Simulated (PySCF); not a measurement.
SMILES C[Si](C)(C)[Be][NH2] at its GFN2-xTB optimised geometry (Å):

```
17

Be     0.9698    -0.8986     0.0000
N      2.4818    -0.8986     0.0000
H      3.0950    -1.4629    -0.5677
H      3.0937    -0.3337     0.5686
Si    -1.2044    -0.8966    -0.0092
C     -2.0339    -1.8489     1.4392
C     -1.9943    -1.6815    -1.5753
C     -2.0089     0.8460     0.0839
H     -3.1193    -1.8162     1.3892
H     -1.7394    -2.8947     1.4380
H     -1.7397    -1.4325     2.3987
H     -1.6903    -2.7187    -1.6867
H     -1.6830    -1.1562    -2.4740
H     -3.0807    -1.6620    -1.5463
H     -1.7018     1.4629    -0.7560
H     -1.7104     1.3647     0.9909
H     -3.0950     0.8025     0.0764
```

Level of theory: PySCF 2.14.0 with CAM-B3LYP/def2-SVP.

Map of the electrostatic potential (hartree/e), clipped to [-0.08, 0.12] on the plane z = 1.0 Å:

```
|::::::::::::::::::::-----------|
|::::::::::::::::::::-----------|
|:::::::::::::::::::------------|
|:::::::::::::::::::------------|
|::::::::::::::::::-------------|
|::::::::::::::::::-------------|
|:::::::::::::::::--------------|
|:::::::::::::::::--------------|
|::::::::::::::::---------------|
|:::::::::-+=--:----------------|
|::::::::-%@@*------------------|
|::::::::+@@@@=-----------------|
|:::::---*@@@@=---====-======---|
|:::::--=*@@@+=--==+====+++===--|
|:::::---+#%*++==+***++*%%#+==--|
|::::::::-+#@@%**#@@%*+@@@@*+==-|
|::::::::-+@@@@@#@@@@#*@@@@*+==-|
|:::::::-=%@@@@@%@@@@#*%@@%+==--|
|::::-=++%@@@@@@#@@@@+-=+++===--|
|:::--#@@@@@@@@#*%@@#: ..:------|
|:::-=@@@@@@@@#+=+#*=.   ::-----|
|:::--*@@@@@@#=--===-.  .::-----|
|::::--=+@@@@+------:....::-----|
|::::::::=@@@*------:::::::-----|
|::::::::-*@@+-----::::::::-----|
|:::::::::-++-----::::::::------|
|:::::::::------::::::::::------|
|:::::::::::--:::::::::::-------|
|:::::::::::::::::::::::--------|
|:::::::::::::::::::::----------|
|:::::::::::::::::::::----------|
```
Scale: ten equal steps from -0.050 (start of ' ') to 0.120 (end of '@'), in the order ' .:-=+*#%@'; x runs from -5.50 to 5.50, y from -5.50 (bottom) to 5.50 (top).
